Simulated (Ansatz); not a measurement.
Ansatz results at the PBE0-D4/def2-TZVP geometry: HOMO–LUMO gap (PBE0/def2-TZVPP) 5.99 eV; LUMO energy (B3LYP/def2-TZVPP) -1.37 eV; LUMO energy (PBE/def2-TZVPP) -1.88 eV.

Each molecule was computed in one conformer, which needn't be the lowest.

Which molecule gave them?
A. `[NH2][Al]([SiH3])[SiH2]O`
B. `C[CH2][GaH][SeH]`
C. `C=C(F)CS`
D. `O=C(S)N[SiH3]`

B. The others give `C=C(F)CS`: 6.87, -0.43, -1.19; `[NH2][Al]([SiH3])[SiH2]O`: 5.31, -1.65, -2.22; `O=C(S)N[SiH3]`: 7.55, -0.60, -1.25.

B3LYP here is the variant with VWN-RPA as its local correlation; programs differ in this.
